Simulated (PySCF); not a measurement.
## Selenium: a sound run and one with changed settings

Sound run: Se²⁺ [Ar] 3d10 4s2 4p2, Se³⁺ [Ar] 3d10 4s2 4p1. Computed with PySCF 2.14 in cc-pVDZ-PP with ECP10MDF (4s3p2d, 23 functions), with scalar relativity through the core potential. The sound run starts from symmetry-adapted Hartree-Fock orbitals and uses a fine grid where one is needed.

Changed run: 6 angular points. This setting is unsound on purpose.

```json
{"species": "Se²⁺", "method": "UHF", "sound run (hartree)": "-370.76627", "changed run (hartree)": "-370.76627", "converged": "yes"}
{"species": "Se²⁺", "method": "BP86", "sound run (hartree)": "-372.12149", "changed run (hartree)": "-372.65789", "converged": "yes"}
{"species": "Se²⁺", "method": "PBE", "sound run (hartree)": "-371.97131", "changed run (hartree)": "-372.50903", "converged": "yes"}
{"species": "Se³⁺", "method": "UHF", "sound run (hartree)": "-369.62842", "changed run (hartree)": "-369.62842", "converged": "yes"}
{"species": "Se³⁺", "method": "BP86", "sound run (hartree)": "-370.96155", "changed run (hartree)": "-371.47238", "converged": "yes"}
{"species": "Se³⁺", "method": "PBE", "sound run (hartree)": "-370.81497", "changed run (hartree)": "-371.32811", "converged": "yes"}
```

Ionisation energy of Se²⁺:

```json
{"method": "UHF", "sound run (eV)": "30.962", "changed run (eV)": "30.962"}
{"method": "BP86", "sound run (eV)": "31.564", "changed run (eV)": "32.259"}
{"method": "PBE", "sound run (eV)": "31.466", "changed run (eV)": "32.135"}
```

A coarse angular grid integrates products of high-l functions wrongly, so density functionals can shift, and the SCF can exploit the error; Hartree-Fock and MP2 need no grid.

For comparison, NIST gives 31.697 ± 0.019 eV between the lowest levels.
